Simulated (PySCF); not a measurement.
## Neon: a sound run and one with changed settings

Sound run: Ne⁺ [He] 2s2 2p5, Ne²⁺ [He] 2s2 2p4. Calculation: PySCF 2.14, in def2-SVP (3s2p1d, 14 functions); no relativity, point nucleus. In the sound run the correlated levels freeze 1s2. The sound run starts from symmetry-adapted Hartree-Fock orbitals and uses a fine grid where one is needed.

Changed run: a valence shell is frozen. This setting is unsound on purpose.

| species | method | sound run (hartree) | changed run (hartree) | converged |
| --- | --- | --- | --- | --- |
| Ne⁺ | MP2 | -127.77835 | -127.73324 | yes |
| Ne⁺ | CCSD(T) | -127.79004 | -127.74016 | yes |
| Ne²⁺ | MP2 | -126.28419 | -126.23683 | yes |
| Ne²⁺ | CCSD(T) | -126.29761 | -126.24203 | yes |

Ionisation energy of Ne⁺:

```
 method  sound run (eV)  changed run (eV)
    UHF          39.547            39.547
    MP2          40.658            40.719
SCS-MP2          40.604            40.741
   CCSD          40.600            40.758
CCSD(T)          40.611            40.766
```

Freezing a valence shell removes pair correlation that changes on ionisation.

For comparison, NIST gives 40.963 eV between the lowest levels.
